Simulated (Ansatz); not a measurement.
Coupled-cluster run, CdH$_{4}$O$_{2}$Si, SMILES `[OH][Cd][O][SiH3]`.

```yaml
crystal:
  periodic: [false, false, false]
  atoms:
    - {symbol: O, position_ang: [0.403904, 2.572755, -2.278414]}
    - {symbol: Cd, position_ang: [0.179835, 0.913714, -1.273042]}
    - {symbol: O, position_ang: [0.067571, -0.831523, -0.405971]}
    - {symbol: Si, position_ang: [-0.058577, -1.336796, 1.132012]}
    - {symbol: H, position_ang: [-0.287863, 3.211337, -2.090008]}
    - {symbol: H, position_ang: [1.116193, -0.923325, 1.957107]}
    - {symbol: H, position_ang: [-1.273887, -0.784534, 1.804279]}
    - {symbol: H, position_ang: [-0.147185, -2.821638, 1.154027]}
basis:
  gaussian: {orbitals: def2-SVP}
correlation: {method: ccsd_t}
```

```sh
$ ansatz run in.yaml --threads 4 --pin off --events-out ev --progress --plain --max-ram 10444MiB
```

Log, shortened:

```
Functional definition: HF
954 factors; integrals over basis functions are off by at most 1.1e-3 eV
mean field evaluation 1: about -16529.3123 eV, gradient 5.1e1 eV
mean field evaluation 2: about -16529.5223 eV, gradient 5.1e1 eV
mean field evaluation 4: about -16534.5630 eV, gradient 2.9e0 eV
mean field evaluation 8: about -16534.6060 eV, gradient 3.5e-1 eV
mean field -16534.60629167 eV, -607.6355736603 hartree, gradient 2.1e-6 eV, S^2 0.000000; 0 other end points of the search recorded, 0 dependent functions left out
7 core orbitals not correlated, not the lowest: weight in the atoms' cores, before any rotation towards them, 1.000 or more for the frozen orbitals, at most 0.000 for the correlated occupied ones
reference -16534.60629167 eV, -607.6355736603 hartree; 20, 20 occupied and 70, 70 virtual orbitals, 954 factors
second order -23.20336817 eV of doubles, -0.00000000 eV of singles
cycle   1  -22.72774474 eV  change    4.8e-1 eV  update   1.4e-1
cycle   2  -23.31470160 eV  change   -5.9e-1 eV  update   4.5e-2
cycle   3  -23.49860179 eV  change   -1.8e-1 eV  update   2.9e-2
cycle   4  -23.48910474 eV  change    9.5e-3 eV  update   8.9e-3
cycle   5  -23.47793148 eV  change    1.1e-2 eV  update   3.8e-3
cycle   6  -23.48001910 eV  change   -2.1e-3 eV  update   1.3e-3
cycle   7  -23.48022478 eV  change   -2.1e-4 eV  update   4.9e-4
cycle   8  -23.47974515 eV  change    4.8e-4 eV  update   1.8e-4
cycle   9  -23.47978327 eV  change   -3.8e-5 eV  update   7.8e-5
cycle  10  -23.47987998 eV  change   -9.7e-5 eV  update   3.1e-5
cycle  11  -23.47984405 eV  change    3.6e-5 eV  update   1.2e-5
perturbative correction -0.55159164 eV, -0.0202706190 hartree
Total energy: -16558.63772737 eV, -608.5187126330 hartree
```

It took 8 s on 4 threads of an Arm Neoverse V1 on a shared host, with 0.47 GiB of host memory at the peak.

Correlation energy per correlated electron: -0.601 eV. T1 diagnostic: 0.0172.
